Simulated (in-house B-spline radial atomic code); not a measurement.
A fraction x of an electron is removed from 5p in Eu II (Eu+), starting from [Xe] 4f7 6s1 and keeping the highest spin. Computed with an all-electron radial atomic-structure program (B-spline basis): scalar-relativistic (X2C) PBE, spin-polarised, spherical fractional occupations, Fermi nucleus of rms radius 5.1115 fm.

```csv
x,E(x) - E(0) (eV),5p down level (eV)
0,0.0000,-28.311
0.03,0.8541,-28.627
0.15,4.3657,-29.903
0.29,?,?
0.48,14.8220,-33.486
0.5,15.4939,-33.707
0.61,19.2686,-34.925
0.68,21.7407,-35.706
0.81,?,?
0.91,30.2501,-38.296
1,33.7428,-39.320
```

What belongs in the row x = 0.29?

An energy change of 8.6573 eV; 5p down at -31.410 eV.

What belongs in the row x = 0.81?

An energy change of 26.4771 eV; 5p down at -37.165 eV.

Check Janak's theorem between x = 0.03 and 0.15.

The slope of the energy is 29.26 eV; the orbital levels give 29.27 eV (-ε of the emptying orbital, averaged over the two points).
